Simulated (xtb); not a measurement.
C4H10In (SMILES C[CH2][In+][CH2]C), charge +1, singlet, at a GFN2-xTB geometry (such geometries of metal compounds can be far from the true shape). Base run: GFN2-xTB in xtb 6.7.1.

Geometry (Å):
```xyz
15

In    -0.0033    -0.0012    -0.0008
C     -0.2639    -0.7320     2.2732
C      0.2283    -2.1403     2.4463
H     -1.3363    -0.6190     2.4393
H      0.3154     0.0063     2.8297
H      1.2931    -2.2329     2.2223
H     -0.3359    -2.8497     1.8372
H      0.0906    -2.4295     3.4920
C      0.2551     0.7288    -2.2752
C     -0.2025     2.1497    -2.4404
H     -0.3482     0.0071    -2.8281
H      1.3226     0.5888    -2.4517
H      0.3856     2.8427    -1.8349
H     -1.2624     2.2691    -2.2060
H     -0.0672     2.4380    -3.4866
```
Charge +1, spin multiplicity 1.
All else is at xtb's defaults.
Base energy -14.43105 Eh.

Each row names what was changed in the base input (with any setting that the change needs).

| change | ΔE vs base (kcal/mol) | HOMO-LUMO gap (eV) | G_solv (kcal/mol) | SCF cycles |
|---|---|---|---|---|
| base | 0.000 | 1.68 | - | 12 |
| acc = 1000 | 0.001 | 1.69 | - | 6 |
| acc = 0.0001 | 0.000 | 1.68 | - | 17 |
| gbsa = acetonitrile | -48.81 | 1.70 | -49.00 | 11 |
| file = coord | 0.000 | 1.68 | - | 12 |
| gbsa = chcl3 | -43.77 | 1.71 | -43.96 | 12 |

ALPB and GBSA are two models with their own fitted parameters for each solvent, which aren't always the measured dielectric constant.
